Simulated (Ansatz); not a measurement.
`FC(F)(F)Oc1ccc(Oc2ccc(Oc3ccc(C(F)(F)F)cc3)cc2)cc1`. Total charge 0; triplet. Geometry PBE-D4/def2-SVP, that of the neutral singlet; atoms count from 1.

```tsv
atom	x (Å)	y (Å)	z (Å)
F1	-7.1442	-0.9623	-3.2748
C2	-6.6312	-2.1281	-3.7351
F3	-5.6799	-1.8143	-4.6453
F4	-7.6029	-2.8046	-4.3505
O5	-6.1559	-2.9176	-2.7376
C6	-5.1030	-2.5048	-1.9207
C7	-4.6797	-3.4607	-0.9844
C8	-3.6261	-3.1675	-0.1141
C9	-2.9957	-1.9123	-0.1749
O10	-2.0067	-1.6635	0.7503
C11	-0.9644	-0.8160	0.4398
C12	-0.5581	0.0985	1.4263
C13	0.5376	0.9386	1.1948
C14	1.2286	0.8593	-0.0274
O15	2.2638	1.7219	-0.3367
C16	3.3035	1.9053	0.5388
C17	3.6995	0.9376	1.4822
C18	4.8018	1.1919	2.3068
C19	5.5122	2.3995	2.1999
C20	6.7234	2.6553	3.0590
F21	6.7084	1.9101	4.1910
F22	7.8772	2.3582	2.4051
F23	6.8095	3.9588	3.4266
C24	5.1149	3.3568	1.2476
C25	4.0159	3.1144	0.4202
C26	0.8244	-0.0549	-1.0135
C27	-0.2733	-0.8934	-0.7833
C28	-3.4303	-0.9536	-1.1067
C29	-4.4833	-1.2465	-1.9850
H30	-5.1856	-4.4361	-0.9561
H31	-3.2782	-3.9026	0.6254
H32	-1.1193	0.1443	2.3704
H33	0.8534	1.6652	1.9574
H34	3.1490	-0.0099	1.5664
H35	5.1127	0.4422	3.0485
H36	5.6637	4.3067	1.1660
H37	3.6835	3.8520	-0.3241
H38	1.3851	-0.1007	-1.9580
H39	-0.5895	-1.6180	-1.5475
H40	-2.9496	0.0342	-1.1457
H41	-4.8114	-0.4833	-2.7012
```

Single mean-field runs in def2-TZVP are fitted with def2-universal-jkfit. At PBE0-D4/def2-TZVP a singlet of charge 0 lies 3.77 eV below the triplet at the same geometry.

Estimate the Mulliken populations of the heavy atoms from the PBE0/def2-TZVP orbitals of Ansatz.


```csv
atom,charge (e),spin (α − β)
F1,-0.16,0.00
C2,0.52,0.00
F3,-0.16,0.00
F4,-0.14,0.00
O5,-0.19,0.05
C6,0.32,0.44
C7,-0.27,0.59
C8,-0.23,-0.15
C9,0.30,0.44
O10,-0.19,0.11
C11,0.27,0.00
C12,-0.22,0.01
C13,-0.20,0.01
C14,0.28,0.03
O15,-0.23,0.00
C16,0.30,0.00
C17,-0.22,0.00
C18,-0.17,0.00
C19,0.05,0.00
C20,0.45,0.00
F21,-0.17,0.00
F22,-0.16,0.00
F23,-0.17,0.00
C24,-0.15,0.00
C25,-0.25,0.00
C26,-0.22,-0.01
C27,-0.20,0.05
C28,-0.29,0.65
C29,-0.22,-0.16
```
Mulliken values depend strongly on the basis.

Where does the spin sit?

Summed by element: F 0.00, C 1.90, O 0.17, H -0.08, of 2 unpaired in all. Largest on single atoms: C28 0.65, C7 0.59, C6 0.44.

And the Mayer bond orders between heavy atoms (over 0.3)?

F1–C2 1.13 (1.35 Å); C2–F3 1.14 (1.35 Å); C2–F4 1.20 (1.33 Å); C2–O5 1.16 (1.36 Å); O5–C6 1.01 (1.40 Å); C6–C7 1.01 (1.40 Å); C6–C29 1.46 (1.40 Å); C7–C8 1.37 (1.40 Å); C8–C9 1.45 (1.41 Å); C9–O10 1.07 (1.38 Å); C9–C28 0.99 (1.41 Å); O10–C11 0.96 (1.38 Å); C11–C12 1.41 (1.41 Å); C11–C27 1.35 (1.41 Å); C12–C13 1.40 (1.40 Å); C13–C14 1.36 (1.41 Å); C14–O15 0.95 (1.38 Å); C14–C26 1.44 (1.40 Å); O15–C16 1.03 (1.37 Å); C16–C17 1.36 (1.41 Å); C16–C25 1.39 (1.41 Å); C17–C18 1.40 (1.40 Å); C18–C19 1.38 (1.41 Å); C19–C20 1.01 (1.51 Å); C19–C24 1.36 (1.41 Å); C20–F21 1.14 (1.36 Å); C20–F22 1.15 (1.36 Å); C20–F23 1.14 (1.36 Å); C24–C25 1.42 (1.40 Å); C26–C27 1.37 (1.40 Å); C28–C29 1.36 (1.40 Å).
